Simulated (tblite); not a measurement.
Species: C4H4ClF2N.
SMILES with atom numbers: `[N:1]#[C:2][C@@:3]([F:4])([CH2:5][F:6])[CH2:7][Cl:8]` (hydrogens: H9, H10 on C5; H11, H12 on C7)

Computed with GFN2-xTB (tblite), gas phase: nudged elastic band of 9 images (0 to 8), spring 0.2 eV/Å², climbing image at the end, force threshold 0.05 eV/Å. No saddle search or frequency run followed, so the top image need not be a first-order saddle, and its height can exceed the method's true barrier by a kcal/mol or more.

Path: rotation about C3–C5 (sp3 C–F carbon, sp3 C–F carbon), followed by the dihedral F4–C3–C5–F6, from -71° to 72°. Start geometry (image 0):
```
atom  x, y, z in Å
N1     -0.573    2.660    0.420
C2     -0.345    1.603    0.058
C3     -0.059    0.252   -0.418
F4     -0.085    0.265   -1.804
C5      1.350   -0.155    0.047
F6      1.569   -1.478   -0.203
C7     -1.142   -0.725    0.052
Cl8    -1.304   -0.639    1.822
H9      1.451    0.002    1.125
H10     2.104    0.415   -0.505
H11    -2.100   -0.459   -0.396
H12    -0.864   -1.743   -0.224
```

The first guess turns that dihedral rigidly in even steps and adds one set of random displacements (0.04 Å standard deviation a coordinate) to every inner image. Energies of the images above image 0 (eV) in the early part of the optimisation:

```json
{"iteration": "0", "1": "0.517", "2": "0.647", "3": "0.773", "4": "0.823", "5": "0.762", "6": "0.626", "7": "0.491", "8": "0.054"}
{"iteration": "10", "1": "0.078", "2": "0.137", "3": "0.203", "4": "0.234", "5": "0.219", "6": "0.173", "7": "0.132", "8": "0.054"}
{"iteration": "20", "1": "0.048", "2": "0.111", "3": "0.177", "4": "0.209", "5": "0.191", "6": "0.141", "7": "0.098", "8": "0.054"}
```

Task: Where does the band end, and how far was the first guess from it?

Result: Final energies, images 1 to 8: 0.024, 0.089, 0.158, 0.189, 0.169, 0.116, 0.071, 0.054 eV. The highest point drops from 0.82 eV (image 4) to 0.189 eV (image 4), by 0.63 eV. Image 4 moved by 0.05 Å rms, its dihedral from 1° to 2°. The end images are fixed. The true force on the top image ends at 0.043 eV/Å, and the largest on any image at 0.09 eV/Å; away from the top, the method drives only the force across the path to zero. The last saved iteration is 50.

What follows is the cost of the whole band run. The run took about 8 s of CPU time (one thread, shared machine).
